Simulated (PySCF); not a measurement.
# SMILES CS[C@]1(F)CC[S@@]1=O, C₄H₇FOS₂

Cartesian coordinates in Å; atom numbers follow the order of the lines, from 1:
```xyz
15

C     2.3361    1.0011    0.2136
S     0.8038    1.1048   -0.7533
C     0.1045   -0.5048   -0.3623
F     0.9669   -1.5143   -0.6984
C    -1.3172   -0.6950   -0.8716
C    -2.0125   -0.2872    0.4208
S    -0.5026   -0.6675    1.4467
O    -0.1204    0.5087    2.2128
H     2.8634    0.0915   -0.0581
H     2.9241    1.8720   -0.0567
H     2.0923    1.0204    1.2709
H    -1.4798   -1.7471   -1.1078
H    -1.5619   -0.0927   -1.7463
H    -2.8901   -0.8610    0.7005
H    -2.2110    0.7791    0.4825
```

Method used: PySCF, TDDFT wB97X-D/aug-cc-pVDZ circular dichroism and optical rotation, one conformer, gas phase. Geometry: GFN2-xTB.

The molecule is flexible and this is one conformer; a measurement averages over conformers.

(1) Draw the ECD and absorption spectra from the lowest 16 states, each a Gaussian of half-width 0.2 eV at 1/e height.

## Answers

(1) 
| E (eV) | λ (nm) | Δε (L mol⁻¹ cm⁻¹) | ε (L mol⁻¹ cm⁻¹) |
| --- | --- | --- | --- |
| 4.67 | 266 | +0.04 | 7.31 |
| 4.77 | 260 | +0.41 | 69.4 |
| 4.87 | 255 | +2.35 | 399 |
| 4.97 | 250 | +8.15 | 1400 |
| 5.07 | 245 | +16.77 | 2970 |
| 5.17 | 240 | +19.22 | 3880 |
| 5.27 | 235 | +8.24 | 3230 |
| 5.37 | 231 | -8.74 | 1910 |
| 5.47 | 227 | -18.83 | 1050 |
| 5.57 | 223 | -19.01 | 691 |
| 5.67 | 219 | -13.57 | 457 |
| 5.77 | 215 | -6.94 | 239 |
| 5.87 | 211 | -2.07 | 124 |
| 5.97 | 208 | +1.67 | 298 |
| 6.07 | 204 | +8.91 | 1150 |
| 6.17 | 201 | +22.22 | 2910 |
| 6.27 | 198 | +33.01 | 4710 |
| 6.37 | 195 | +28.75 | 5260 |
| 6.47 | 192 | +14.09 | 4760 |
| 6.57 | 189 | +4.23 | 4300 |
| 6.67 | 186 | +2.41 | 4370 |
| 6.77 | 183 | +2.90 | 4940 |
| 6.87 | 180 | +3.53 | 5460 |
| 6.97 | 178 | +5.38 | 5430 |
| 7.07 | 175 | +6.39 | 5220 |
| 7.17 | 173 | +0.88 | 5920 |
| 7.27 | 171 | -12.54 | 7900 |

Δε uses R in velocity form, ε uses f in length form. Only the states computed contribute, so the short-wavelength end is incomplete.
